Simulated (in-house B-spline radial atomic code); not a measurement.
Results of a calculation; reference values are marked as such.
## Making a Troullier-Martins s channel for N, r_c = 1.42 bohr

N, [He] 2s2 2p3, non-relativistic PBE, spherical and spin-unpolarised, from an all-electron radial atomic-structure program (B-spline basis) (atomic units). The all-electron 2s level is ε = -0.681982 hartree, its outermost node lies just inside 0.33 bohr and its outer maximum at 1.02 bohr.

Inside r_c the pseudo-orbital is u(r) = r^1 exp(p(r)), with p = c0 + c2 r² + c4 r⁴ + … + c12 r¹². The seven coefficients follow from p and its first four derivatives at r_c, from zero curvature of the screened potential at the origin, c4 = −c2²/(2l + 5), and from the norm inside r_c. At r_c the all-electron orbital has P = 0.7768187, P' = -0.4623676, the screened potential V = -0.9335871, V' = 1.444513, V'' = -3.047416, and the norm inside is Q = 0.6352849.

Q: What are p, p' and p'' at r_c?

A: p = ln(P/r_c^1) = ln(0.7768187/1.42) = -0.60321. p' = P'/P − 1/r_c = -0.59521 − 0.70423 = -1.29943. The radial equation gives p'' = 2(V − ε) − 2(1) p'/r_c − p'² = -0.50321 − (-1.83019) − 1.68852 = -0.36155. Differentiating, p''' = 2V' + 2(1)p'/r_c² − 2(1)p''/r_c − 2p'p'' = 1.1698, and p'''' = 2V'' − 4(1)p'/r_c³ + 4(1)p''/r_c² − 2(1)p'''/r_c − 2p''² − 2p'p''' = -3.8657.

For a trial c2 the five matching conditions are linear in c0, c6, c8, c10 and c12, and c2 is varied until the norm inside r_c equals Q. The root nearest zero gives:

```csv
n,c_n
0,0.08018059
2,-0.02350382
4,-0.0001104859
6,-0.4156846
8,0.3146888
10,-0.09358433
12,0.01026142
```

Q: Check c4 and p(r_c), and find the screened pseudopotential at the origin.

A: −c2²/5 = -0.000110486, as listed. The terms c_n r_c^n are 0.08018, -0.04739, -0.00045, -3.40796, 5.20221, -3.11951, 0.68971, which sum to -0.60321. Inverting the radial equation, V_l(r) = ε + 1 p'/r + (p'' + p'²)/2, so V_l(0) = ε + (2l + 3) c2 = -0.681982 + 3 × (-0.0235038) = -0.7525 hartree, finite where the all-electron potential diverges.

Orbitals and screened potentials:

```csv
r (bohr),P,u,V all-electron,V pseudo
0.142,-0.3774,0.1538,-37.92,-0.7559
0.355,0.09585,0.3832,-11.0,-0.8695
0.568,0.5683,0.6042,-5.199,-1.325
0.781,0.8208,0.787,-3.097,-1.991
0.994,0.8946,0.8792,-1.972,-2.16
1.207,0.8618,0.8607,-1.326,-1.508
1.42,0.7768,0.7768,-0.9336,-0.9336
```

Logarithmic derivatives P'/P at R = 1.72 bohr, for energies E around ε:

```csv
E − ε (hartree),all-electron,pseudo
-0.5,0.462662,0.458562
-0.25,-0.0266714,-0.028507
-0.1,-0.434726,-0.435173
0,-0.787274,-0.787279
0.1,-1.24049,-1.24136
0.25,-2.24994,-2.26018
0.5,-6.83777,-7.0617
```

Q: With P(R) = 0.6295362 and a norm of 0.7844968 inside R, what slope in energy does norm conservation fix?

A: d(P'/P)/dE = −2 × (norm inside R)/P(R)² = -3.9589 per hartree·bohr at E = ε, for both atoms, since orbital and norm agree at R. Differences over ±0.1 hartree give -4.0288 (all-electron) and -4.0309 (pseudo), which also hold third-order terms. Half a hartree below ε the two curves differ by -0.0041.
